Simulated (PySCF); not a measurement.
# Core binding energy against partial charge

Compound: fluorobenzene, C6H5F.
SMILES with atom numbers: `[F:1][c:2]1[cH:3][cH:4][cH:5][cH:6][cH:7]1`

Binding energies: delta-SCF UKS SCAN, pcX-2 on the ionised atom, pcseg-1 elsewhere, spin-free X2C (PySCF). Charges: PBE0/pcSseg-1 ground-state density, for the ionised atom.

```json
{"atom": "C5", "environment": "aromatic CH carbon", "C 1s (eV)": "290.39", "Mulliken (e)": "-0.085", "IAO (e)": "-0.165", "Hirshfeld (e)": "-0.055", "ESP (e)": "-0.234"}
{"atom": "C3", "environment": "aromatic CH carbon", "C 1s (eV)": "290.56", "Mulliken (e)": "-0.146", "IAO (e)": "-0.194", "Hirshfeld (e)": "-0.067", "ESP (e)": "-0.316"}
{"atom": "C4", "environment": "aromatic CH carbon", "C 1s (eV)": "290.60", "Mulliken (e)": "-0.077", "IAO (e)": "-0.141", "Hirshfeld (e)": "-0.042", "ESP (e)": "-0.065"}
{"atom": "C2", "environment": "aromatic C–F carbon", "C 1s (eV)": "292.71", "Mulliken (e)": "+0.310", "IAO (e)": "+0.295", "Hirshfeld (e)": "+0.089", "ESP (e)": "+0.411"}
```

Q: Give the correlation coefficient and slope of binding energy on charge for each scheme.

A: IAO: r = 0.99, slope 4.7 eV per e; Hirshfeld: r = 0.99, slope 15.1 eV per e; Mulliken: r = 0.98, slope 5.2 eV per e; ESP: r = 0.95, slope 3.2 eV per e. On 4 points no scheme stands out.

Q: The point-charge model writes a binding energy as kq + V + constant, with V the potential of the other atoms' charges at the site. What does it give with the Mulliken charges?

A: V = Σ 14.40 eV Å × q/r over all other atoms: +0.76 eV at C5, +2.24 eV at C3, +0.60 eV at C4, -4.81 eV at C2. Fitting binding energy − V to q gives k = 20.0 eV per e and leaves an rms residual of 0.11 eV, against 0.17 eV for the fit on q alone. The model has no term for differences in relaxation between sites.

Geometry: GFN2-xTB; no solvent, vibrations or thermal averaging.
